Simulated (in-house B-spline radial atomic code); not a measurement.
## B3LYP (VWN-RPA) excitations of K VIII (K7+)

Method: B3LYP (VWN-RPA). Computed with an all-electron radial atomic-structure program (B-spline basis): linear response of the closed shell [Ne] 3s2 with the functional's adiabatic kernel; non-relativistic, point nucleus, no spin-orbit coupling, no double excitations, S, P, D and F terms only.

Command:
```bash
python run_td.py task.json out
```
Settings (radii: box in bohr, nucleus in fm):
```
Z                        19
electrons                12
configuration            [Ne] 3s2
hamiltonian              nr
method                   b3lyp
box_radius               12.81
intervals                50
```

Run time, properties included: 0.4 s on 1 thread of Intel(R) Xeon(R) Platinum 8375C CPU @ 2.90GHz (Ice Lake), with other jobs on the host.

The lowest states, in the order of their Tamm-Dancoff energies; the method's threshold (minus the highest occupied level) is 147.10 eV. Labels give the largest channel, * marks a mixed state, and oscillator strengths are full-response dipole values. Semilocal kernels can invert the small singlet-triplet splittings of Rydberg terms. Energies in eV:

```tsv
state	full response	Tamm-Dancoff	oscillator strength
3s → 3p 3P	?	?	-
3s → 3p 1P	?	?	?
3s → 3d 3D	42.36	42.49	-
3s → 3d 1D	46.33	46.34	-
3s → 4s 3S	76.58	76.59	-
3s → 4s 1S	78.76	78.80	-
3s → 4p 3P	83.49	83.50	-
3s → 4p 1P	84.51	84.54	0.241
3s → 4d 3D	93.03	93.04	-
3s → 4d 1D	93.63	93.63	-
```

Q: Where does 3s → 3p 1P lie?

A: At 23.486 eV in full response, 24.303 eV in Tamm-Dancoff, oscillator strength 1.07.

Q: Where does 3s → 3p 3P lie?

A: At 14.597 eV in full response, 15.049 eV in Tamm-Dancoff.

Q: How large is the singlet-triplet splitting of 3s → 3p (P terms) in Tamm-Dancoff?

A: 9.25 eV, from the unrounded values.

Q: What polarisabilities and dispersion coefficient does the method give?

A: Dipole 1.509 bohr³, quadrupole 1.049 bohr⁵, C6 1.591 hartree·bohr⁶ for two such species.
